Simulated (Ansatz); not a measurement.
The molecule SiS+, multiplicity 2 (lowest of 2S+1 = 2, 4 at CCSD(T)/def2-TZVPP on PBE0 minima; our sources give no spin for the ground state, which may be another).

Constants: fifth-degree fit in 1/R to seven points, most abundant isotopes. In def2 and cc sets the state is the lowest found near the PBE0 minimum, followed along R.

The values were computed with Ansatz (a program for electronic structure). Values without a source in brackets are computed.

Energies at wB97X-V/def2-TZVPP:

```
R (Å)       E (hartree)
--------  -------------
1.926041  -687.21168393
1.977816  -687.21711897
2.025450  -687.21950222
2.079296  -687.21975262
2.133142  -687.21791908
2.195272  -687.21377790
2.267758  -687.20688061
```

Task: With a reduced mass of 14.9207 u, find the minimum, the force constant and the constants.

Result: A fifth-degree polynomial in 1/R puts the minimum at r_e = 2.0577 Å with force constant 342 N/m. Then ω_e = (1/2πc)√(k/μ) = 624 cm⁻¹ and B_e = h/(8π²cμr_e²) = 0.2668 cm⁻¹; the cubic and quartic terms give α_e = 0.0013 and ω_e x_e = 2.0 cm⁻¹.
